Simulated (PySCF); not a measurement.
Dipole moment and polarisability of GeEtF3

Compound: GeEtF3, C2H5F3Ge.
Geometry (PBE0-D3(BJ)/def2-SVP, Å), atoms numbered from 1 in this order:
```xyz
11
C2H5F3Ge angstrom
Ge    -0.3315   -0.3836   -1.3466
C     -0.2546   -0.4490    0.5716
C      0.5611    0.6951    1.1634
H      0.1635   -1.4336    0.8345
H     -1.2983   -0.4396    0.9240
H      0.5818    0.6266    2.2612
H      1.6022    0.6739    0.8086
H      0.1367    1.6741    0.8960
F      1.2133   -0.5343   -2.0905
F     -0.9722    1.0994   -1.9407
F     -1.3039   -1.6146   -2.0507
```

Level: CAM-B3LYP/def2-SVPD (PySCF), static field, nuclei fixed, core orbitals frozen in the response. The polarisability tensor in these axes (au):

```
x   48.13  1.77  2.44
y    1.77 49.07  2.64
z    2.44  2.64 56.86
```

**Question.** Diagonalise the tensor; give its mean and Δα, where Δα² is half the sum of the squared differences of the eigenvalues.

**Answer.** Principal values 46.76, 48.84 and 58.46 au; mean 51.35 au = 7.61 Å³ = 8.47 × 10⁻⁴⁰ C²·m²/J; Δα = 10.81 au (21 % of the mean).

**Question.** What is the dipole moment, and where does it point?

**Answer.** (0.28, 0.01, 4.14) D, 4.15 D in size, pointing from the negative to the positive side. Measured along this direction, the outermost atoms are F11 at the negative end and H6 at the positive end.

**Question.** Molar refractivity from α?

**Answer.** Lorentz–Lorenz: R = (4π/3)N_A α = 2.5225 cm³/(mol·Å³) × 7.61 Å³ = 19.2 cm³/mol, in the limit of long wavelengths.

**Question.** Rayleigh depolarisation ratio (linearly polarised light, static tensor)?

**Answer.** ρ = 3Δα²/(45ᾱ² + 4Δα²) = 350.8/(118677 + 467.7) = 0.00294.

**Question.** What would n − 1 = 2πNα be for an ideal gas of these molecules at 350 K and 1 atm, electronic part alone?

**Answer.** N = p/kT = 2.0968 × 10¹⁹ cm⁻³, so n − 1 = 2π × N × 7.61 × 10⁻²⁴ cm³ = 1003 × 10⁻⁶ at long wavelengths.

Geometry: PBE0-D3(BJ)/def2-SVP; no solvent, vibrations or thermal averaging. The calculation is non-relativistic, for germanium too.

The run behind these numbers computed excited states and ΔSCF ions as well. Time: 3.8 min wall (with the writing of density and orbital grids); peak memory 1.1 GiB. Hardware: an Intel Xeon at 2.50 GHz with one thread, shared host with 64 logical CPUs at a one-minute load of 62.
